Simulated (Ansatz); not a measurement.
Cartesian coordinates in Å:
```
C 2.024 0.960 -0.973
N 0.660 0.653 -0.612
C -0.442 1.315 -1.097
C -1.519 0.740 -0.522
N -1.041 -0.254 0.297
C -1.870 -1.121 1.101
C 0.308 -0.324 0.254
Cu 1.426 -1.496 1.177
F 2.489 -2.611 2.055
H 2.279 1.978 -0.672
H 2.165 0.855 -2.050
H 2.677 0.259 -0.456
H -0.370 2.127 -1.801
H -2.569 0.954 -0.626
H -2.537 -1.707 0.466
H -2.462 -0.535 1.806
H -1.217 -1.795 1.653
```

The species carries charge 0 and has multiplicity 1.

Q: List the PBE/def2-TZVPP orbital energies in eV (Ansatz). (Estimate.)

A: The calculation gave: Occupied: -8748.22, -1041.42, -913.34, -913.23, -913.19, -656.17, -382.86, -382.86, -270.68, -270.51, -270.49, -270.44, -270.44, -111.43, -71.73, -71.47, -71.43, -26.82, -24.94, -23.92, -20.17, -19.04, -17.77, -15.88, -15.02, -13.89, -12.61, -12.09, -11.64, -11.63, -11.47, -10.27, -10.09, -10.04, -9.09, -7.53, -7.13, -7.02, -6.78, -6.56, -5.25, -5.25, -4.82, -4.78, -4.76. Lowest empty: -1.22, -1.07, -0.05, 0.00, 0.67, 0.78, 0.97, 1.45.
